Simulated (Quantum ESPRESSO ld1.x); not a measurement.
Task: Radial electron density D(r) = 4 pi r^2 rho(r) of an atom or ion with 51 electrons. All-electron calculation, scalar-relativistic Kohn-Sham, PW91, spin-unpolarised, spherical densities, point nucleus. Program: ld1.x of Quantum ESPRESSO 7.5.

```
   r/bohr * D(r) (the largest magnitude, 86.5, reaches the edge; | marks zero)
 0.001487 | *
 0.001703 |  *
 0.001967 |   *
 0.002272 |    *
 0.002624 |     *
  0.00303 |      *
 0.003499 |        *
 0.004041 |          *
 0.004667 |             *
 0.005347 |               *
 0.006175 |                   *
 0.007131 |                      *
 0.008236 |                          *
 0.009512 |                              *
  0.01098 |                                  *
  0.01269 |                                     *
  0.01465 |                                        *
  0.01679 |                                         *
  0.01939 |                                          *
  0.02239 |                                         *
  0.02586 |                                        *
  0.02986 |                                      *
  0.03448 |                                     *
  0.03983 |                                    *
  0.04599 |                                      *
  0.05269 |                                         *
  0.06086 |                                              *
  0.07028 |                                                   *
  0.08117 |                                                      *
  0.09374 |                                                      *
   0.1083 |                                                  *
    0.125 |                                            *
   0.1444 |                                       *
   0.1654 |                                      *
    0.191 |                                        *
   0.2206 |                                            *
   0.2548 |                                             *
   0.2943 |                                         *
   0.3399 |                                 *
   0.3925 |                       *
   0.4533 |                *
   0.5193 |              *
   0.5997 |              *
   0.6926 |                *
   0.7999 |               *
   0.9238 |            *
    1.067 |         *
    1.232 |     *
    1.423 |   *
     1.63 |  *
    1.883 |  *
    2.174 | *
    2.511 | *
      2.9 |*
    3.349 |*
    3.868 *
    4.467 *
    5.118 *
    5.911 *
    6.826 *
    7.883 *
```

What is the nuclear charge?

Result: Z = 52. The innermost maximum, from 1s, lies near gamma/Z bohr with gamma = sqrt(1 - (Z/c)^2) = 0.925, here 0.0178 bohr (found: 0.0195), and its height grows with Z. The density is that of the tellurium ion Te+ in [Kr] 4d9.5 5s2 5p3.5; the configuration itself is not fixed sharply by these data, and Z only to a few units. D(r) has 4 maxima, at r = 0.0195, 0.0858, 0.249, 0.715 bohr, and minima at 0.0380, 0.164, 0.528 bohr, inside which lie 1.98, 11.20, 28.95 electrons.
